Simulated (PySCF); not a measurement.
Structure and norm of the vector part βᵢ = ⅓ Σⱼ (βᵢⱼⱼ + βⱼᵢⱼ + βⱼⱼᵢ) of the static first hyperpolarisability

Computed, not measured: PySCF 2.14.0, quadratic response CAM-B3LYP/aug-cc-pVDZ first hyperpolarisability, Taylor convention, gas phase. Geometry: PBE0-D3(BJ)/def2-SVP.

Each molecule in one low-energy conformer.

**Question.** Order by norm of the vector part βᵢ = ⅓ Σⱼ (βᵢⱼⱼ + βⱼᵢⱼ + βⱼⱼᵢ) of the static first hyperpolarisability, lowest first.
A. COc1ccncc1
B. FC(F)(F)c1ccncc1
C. CCCc1ccncc1
D. CSc1ccncc1
E. O=Cc1ccncc1

**Answer.** C (86 au), B (139 au), E (156 au), A (196 au), D (300 au).

All values:
| molecule | change | static β vector norm (au) | static β HRS (au) | S1 (eV) |
| --- | --- | --- | --- | --- |
| CCCc1ccncc1 | H on C replaced by nPr | 86 | 47 | 5.15 |
| FC(F)(F)c1ccncc1 | H on C replaced by CF3 | 139 | 52 | 4.86 |
| O=Cc1ccncc1 | H on C replaced by CHO | 156 | 62 | 3.74 |
| CSc1ccncc1 | H on C replaced by SCH3 | 300 | 148 | 5.18 |
| COc1ccncc1 | H on C replaced by OCH3 | 196 | 88 | 5.37 |
